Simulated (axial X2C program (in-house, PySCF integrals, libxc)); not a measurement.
## Correcting the dissociation energy of CrF⁺ for spin–orbit coupling

A spin-free CCSD(T) curve (one-electron X2C) was computed with an in-house all-electron X2C program for linear molecules (integrals from PySCF), basis Cr dyall-cv3z [9s10p6d3f2g], F dyall-av3z [7s6p3d2f] (cores contracted in-house), for the state M_S = 2, Λ = 0 (beyond evenly filled blocks: π+α, π-α, δ+α, δ-α). It gives D0 = 3.697 eV to Cr+ + F, which in a spin-free picture are the weighted means of the ground terms.

Correlated methods: 12 electrons correlated (number of frozen shells: Cr 3 s, 2 p; F 1 s), 262 virtual spin orbitals or spinors in MP2, 89 natural virtuals in coupled cluster.

Measured levels of the ground terms (NIST Handbook of Basic Atomic Spectroscopic Data), in cm⁻¹: Cr+ 6S: J = 5/2 at 0; F 2P: J = 3/2 at 0, J = 1/2 at 404.1.

The molecular state has Λ = 0, so it has no first-order lowering.

How far does each ground level lie under the (2J+1)-weighted mean of its term?

Cr+: a single level, 0; F: (4 × 0 + 2 × 404.1)/6 = 135 cm⁻¹.

Correct D0.

D0 = 3.697 + (0 − 135)/8065.5 = 3.680 eV at CCSD(T) with these spin–orbit terms. The direct two-component run gives 3.673 eV; the difference holds second-order terms in the molecule, scalar two-electron terms, the gap between measured and computed atomic splittings (a 2c atom can miss part of its lowering) and, in coupled cluster, the truncation of each run.

Second-order spin–orbit effects in the molecule, which grow quickly with Z, are left out. The state is a single determinant with fixed occupations, the lowest that a limited PBE0 search found. Dissociation energies refer to the lowest single-determinant-based atoms at the same level and basis. CCSD and (T) use frozen natural virtuals with an MP2 correction for the truncation; (T) itself is uncorrected, so its De runs slightly low.
